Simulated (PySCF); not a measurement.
The multiplicity is imposed and other spin states were not computed.

Cartesian coordinates (Å):
```xyz
17

Ir     0.0000     0.0000    -0.0001
N      1.0323    -0.7831     1.6896
H      0.6179    -1.6419     2.0926
H      1.0807    -0.1196     2.4848
H      2.0145    -1.0488     1.4924
N     -1.6180    -1.3335     0.3705
H     -1.9484    -1.3262     1.3528
H     -1.3896    -2.3235     0.1639
H     -2.4731    -1.1436    -0.1814
N      1.6235     1.3248    -0.3779
H      2.3256     1.3794     0.3809
H      1.3342     2.3096    -0.5213
H      2.1710     1.0728    -1.2216
N     -1.0378     0.7918    -1.6822
H     -0.4712     1.4068    -2.2925
H     -1.8599     1.3680    -1.4233
H     -1.4016     0.0669    -2.3273
```
Charge +2, spin multiplicity 2.

Problem. Predict the highest occupied spin orbital, charge on the central atom (Mulliken) and spin population on the central atom (Mulliken) from TPSSh-D3(BJ)/def2-TZVP // PBE-D3(BJ)/def2-SVP run with PySCF.

Solution. 
```json
{
 "highest_occupied_spin_orbital": "-14.77 eV",
 "charge on the central atom (Mulliken)": "0.65 e",
 "spin population on the central atom (Mulliken)": "1.03"
}
```
